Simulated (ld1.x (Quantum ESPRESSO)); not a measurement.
## Before and after: TM potential for Sb (Z = 51)

```json
{"Element": "Sb", "Generator": "ld1.x (Quantum ESPRESSO) 7.5", "Type": "norm-conserving Troullier–Martins (Kleinman–Bylander form)", "Functional": "PBEsol", "Relativity": "scalar-relativistic", "Frozen core": "[Kr] 4d10", "Valence charge": "5", "Reference configuration": "5s2 5p1 (charge +2)", "Partial waves": "5p (bound): rc 2.35 bohr; 5d channel at 0.3 Ry: rc 1.90 bohr; 5s (bound): rc 1.60 bohr", "Local potential": "the s channel", "Core correction": "none"}
```

Change: all radii scaled by about 0.76 (s 1.22, p 1.78, d 1.44 bohr).

Cutoffs: the cutoffs (Ry, on a coarse ladder) from which the occupation-weighted sum of valence levels, in a spherical-Bessel basis at the reference potential, stays within 10 and 1 mRy of its value at 400 Ry; they do not see the model core or the augmentation charge, which bear on the density cutoff. Errors are all-electron minus pseudo energies relative to the spin-unpolarised reference configuration.

**Question.** How do hardness, ghosts and transferability respond?

**Answer.** The bound ghosts move from d to d, p, s; of the 7 tests that both files solve, the error grows in 7 and shrinks in 0 by more than 15 % and 0.3 meV (median size 2.7 → 134.6 meV). That the errors move this way runs against the usual rule that smaller radii transfer better.

| quantity | base | changed |
| --- | --- | --- |
| cutoff, loose | 35 Ry | 160 Ry |
| cutoff, tight | 90 Ry | over 300 Ry |
| loose cutoff by channel (10 mRy a level) | p 12 Ry, s 30 Ry | p 30 Ry, s 160 Ry |
| bound ghosts | d | p, d, s (extra level of the local part) |
| error for 5s2 5p3, meV [ΔE -24.36 eV] | +0.6 | +147 |
| error for 5s2 5p2, meV [ΔE -16.01 eV] | +2.7 | +70 |
| error for 5s2 5p0, meV [ΔE 24.44 eV] | +4.9 | +64 |
| error for 5s1 5p4, meV [ΔE -16.21 eV] | +2.7 | +135 |
| error for 5s2 5p2.5, meV [ΔE -21.08 eV] | +1.9 | +116 |
| error for 5s2 5p3.3, meV [ΔE -25.52 eV] | +0.1 | +159 |
| error for 5s0 5p5, meV [ΔE -7.86 eV] | +30 | +266 |

 A true bound ghost makes a file unfit for plane-wave use even where its test errors are small: the radial tests pick states by their node count and pass the ghost by.
